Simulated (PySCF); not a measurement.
## Radial density of Mg²⁺ (magnesium, charge +2)

PBE0, [Ne], closed-shell 1S. All numbers are calculated (PySCF 2.14, the non-relativistic Hamiltonian (point nucleus), in def2-TZVP (5s4p3d, 32 functions)).

| r (bohr) | 4πr²ρ (e/bohr) |
| --- | --- |
| 0.00255 | 0.08392 |
| 0.00430 | 0.2287 |
| 0.00723 | 0.6011 |
| 0.0122 | 1.514 |
| 0.0204 | 3.509 |
| 0.0344 | 7.132 |
| 0.0578 | 11.58 |
| 0.0973 | 13.17 |
| 0.164 | 9.390 |
| 0.275 | 7.632 |
| 0.463 | 10.95 |
| 0.779 | 7.724 |
| 1.31 | 1.594 |
| 2.20 | 0.06416 |
| 3.71 | 0.0001175 |
